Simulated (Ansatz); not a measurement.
A series at Si: from `Cl[Si](Cl)(Cl)[GeH3]`, ligands are replaced one by one, each step taking up H–F and setting free HCl; n counts the steps. Ansatz, PBE0-D4/def2-TZVP geometries.

```json
{"n": "0", "molecule": "`Cl[Si](Cl)(Cl)[GeH3]`", "HOMO energy, ωB97M-V/def2-TZVPP (eV)": "-10.49"}
{"n": "1", "molecule": "`F[Si](Cl)(Cl)[GeH3]`", "HOMO energy, ωB97M-V/def2-TZVPP (eV)": "-10.70"}
{"n": "2", "molecule": "`F[Si](F)(Cl)[GeH3]`", "HOMO energy, ωB97M-V/def2-TZVPP (eV)": "-10.97"}
{"n": "3", "molecule": "`F[Si](F)(F)[GeH3]`", "HOMO energy, ωB97M-V/def2-TZVPP (eV)": "?"}
```

**Question.** By hand: fit a straight line y = ȳ + b (n − n̄) to the 3 given rows and predict n = 3.

**Answer.** n̄ = 1.000, ȳ = -10.720; Σ(n − n̄)(y − ȳ) = -0.480, Σ(n − n̄)² = 2.000, so b = -0.240 eV a step. Prediction: -10.720 + (-0.240) × (2.000) = -11.20 eV.

**Question.** By hand: compare with the computed value, -11.36 eV, and give the steps along the whole series.

**Answer.** The line misses by -0.16 eV (computed minus predicted). Steps: -0.21, -0.27, -0.39 eV.

The steps grow at each stage, from -0.21 to -0.39 eV, so the series is curved and an end member is harder to predict than an inner one. The highest orbital can change its character along such a series. The miss is 18.4 % of the series' range.
